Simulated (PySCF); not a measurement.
Geometry:
```
atom   x (Å)   y (Å)   z (Å)
  F1   1.136   0.466   1.541
  C2   1.449   0.096   0.281
  F3   2.278   1.038  -0.192
  F4   2.176  -1.028   0.395
  C5   0.199  -0.051  -0.530
  F6   0.512  -0.326  -1.841
  C7  -0.892  -0.940   0.077
 Si8  -1.406   0.871  -0.063
  H9  -0.643  -1.391   1.028
 H10  -1.286  -1.671  -0.616
 H11  -1.322   1.711   1.112
 H12  -2.201   1.225  -1.219
```

One conformer, no relativistic terms, gas phase, fast rotation and ring inversion assumed for equivalent nuclei. σ from GIAO-PBE0/pcSseg-1; GFN2-xTB structure; PySCF.

Task: Predict the 2D correlation tables (HSQC, COSY, HMBC).

Result: 

HSQC (one-bond C–H):
```
        δH        δC
 1.48 (H9)  8.1 (C7)
1.33 (H10)  8.1 (C7)
```

COSY cross peaks (H two or three bonds apart, from the bond graph; peaks can be absent where the dihedral angle is near 90°):
```
        δH          δH
3.29 (H12)  3.24 (H11)
3.29 (H12)   1.48 (H9)
3.29 (H12)  1.33 (H10)
3.24 (H11)   1.48 (H9)
3.24 (H11)  1.33 (H10)
 1.48 (H9)  1.33 (H10)
```

HMBC (two and three bonds, from the bond graph):
```
        δH                               δC
3.29 (H12)  135.4 (C2), 84.4 (C5), 8.1 (C7)
3.24 (H11)  135.4 (C2), 84.4 (C5), 8.1 (C7)
 1.48 (H9)            135.4 (C2), 84.4 (C5)
1.33 (H10)            135.4 (C2), 84.4 (C5)
```

Chemical shifts δ = σref − σ; 1H and 13C against TMS, all at this level.

Shifts are as computed. Against solution values, carbons near 30 ppm lie about +3 ppm off and those near 130 ppm about +5 ppm. Of 1313 compounds with measured shifts, 239 miss one by over three times the rms of a fit or turn the order of signals round; such compounds aren't used in these exercises.
